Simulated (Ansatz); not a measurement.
## Reading a saddle point

A first-order saddle point of Si₂H₇BrO, singlet, PBE0-D4/def2-TZVP, with one imaginary mode of 676i cm⁻¹:

Si1  (0.351, -0.641, 1.068)
H2  (1.903, -0.036, 1.533)
O3  (-0.804, 0.206, 0.351)
Si4  (-1.351, 0.719, -1.136)
H5  (0.085, -0.387, 2.506)
H6  (0.567, -2.074, 0.831)
H7  (2.045, -0.075, 0.665)
Br8  (1.850, -0.336, -1.219)
H9  (-2.763, 1.102, -0.891)
H10  (-1.301, -0.378, -2.128)
H11  (-0.581, 1.899, -1.580)
(Å)

Ansatz 0.2.0; basis: def2-TZVPP and def2-QZVPP; cores frozen in the correlated methods. Filled d shells of the heavier atoms are correlated. The def2 sets are not built for correlating such inner shells, so the correlated values are less sure here. Extrapolation: Hartree–Fock as exp(−7.88 √X), correlation as X^−2.97.

Which contacts change along the imaginary mode, and what lies on either side? (Judge from chemistry; the calculation decides.)

By the calculation: The step is Si₂H₆O ([SiH3][O][SiH3]) + HBr → Si₂H₅BrO ([SiH3][O][SiH2][Br]) + H₂, with the molecules in contact on both sides. Shortening one way: Si1–Br8, H2–H7; lengthening the same way: Si1–H2, H7–Br8.
```tsv
pair	one side (Å)	saddle (Å)	other side (Å)
Si1–Br8	3.99	2.75	2.22
H2–H7	2.14	0.88	0.75
Si1–H2	1.49	1.73	3.67
H7–Br8	1.42	1.91	3.42
```

Which side is lower, and how far does the saddle lie above each? (To be estimated.)

Computed: The side with Si1–Br8, H2–H7 short is lower by 82.8 kJ/mol; the saddle lies 216.1 kJ/mol above it and 133.4 kJ/mol above the other (CCSD(T) at an estimated basis limit (MP2 extrapolated from triple and quadruple zeta, plus CCSD(T) − MP2 in triple zeta); electronic energies).

T1 diagnostic: at most 0.011.

Labels in which every atom is bracketed show which atoms are joined, not bond orders.

For scale, one of the runs: CCSD(T)/def2-TZVPP, 261 basis functions, launched by `ansatz run in.yaml --threads 8 --pin off --events-out ev --progress --plain --max-ram 19148MiB`. The run took 92 s on 8 CPU threads of an AMD EPYC 7B13 (shared host), with 6 GiB of host memory at its peak.
